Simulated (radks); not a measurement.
Results of a calculation; reference values are marked as such.
Effect of the nuclear size on neutral vanadium, [Ar] 3d3 4s2. Code: a radial shooting solver on a logarithmic mesh with Libxc functionals. Model: Dirac Kohn-Sham, BLYP, spin-unpolarised, spherical densities, finite nucleus; open shells are shared between the two j in proportion to 2j + 1; Fermi nuclear charge, rms radius 3.6002 fm. The rms radius is varied about that value; shifts are against it.

| rms radius (fm) | total energy shift (eV) | density at nucleus (e/bohr^3) | 1s1/2 shift (meV) | 2s1/2 shift (meV) | 2p1/2 shift (meV) | 3s1/2 shift (meV) |
|---|---|---|---|---|---|---|
| 3.215 | -0.0121 | 9931 | -5.11 | -0.435 | 0.056 | -0.058 |
| 3.2402 | -0.0113 | 9929 | -4.80 | -0.408 | 0.052 | -0.054 |
| 3.6002 | 0 | 9893 | 0.000 | 0.000 | 0.000 | 0.000 |
| 3.7946 | 0.00660 | 9876 | 2.79 | 0.238 | -0.030 | 0.032 |
| 4.3886 | 0.0289 | 9828 | 12.2 | 1.04 | -0.132 | 0.138 |

Slopes of the eigenvalues against <r^2> in GHz/fm^2, as finite differences over the two radii next to the reference (eigenvalue slopes, not the field-shift constants of lines): 1s1/2 470, 2s1/2 40.0, 2p1/2 -5.11, 3s1/2 5.31.
